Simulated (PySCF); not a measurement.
**Electron correlation in Fe²⁺ (iron, charge +2)**

[Ar] 3d5 4p1, high-spin 7P determinant (an excited configuration). Computed with PySCF 2.14 in aug-cc-pVDZ (7s6p4d2f, 59 functions), with the non-relativistic Hamiltonian (point nucleus). Frozen: [Ar]; 6 electrons correlated.

```json
{"level": "CCSD", "correlation energy (mhartree)": "-64.39"}
{"level": "(T)", "correlation energy (mhartree)": "-0.54"}
{"level": "CCSD(T)", "correlation energy (mhartree)": "-64.93"}
```

Diagnostics: T1 = 0.0056, D1 = 0.0122, largest double amplitude 0.023.

Q: Is a single reference adequate?

A: Yes: T1 lies below 0.03 and no double amplitude reaches 0.07.
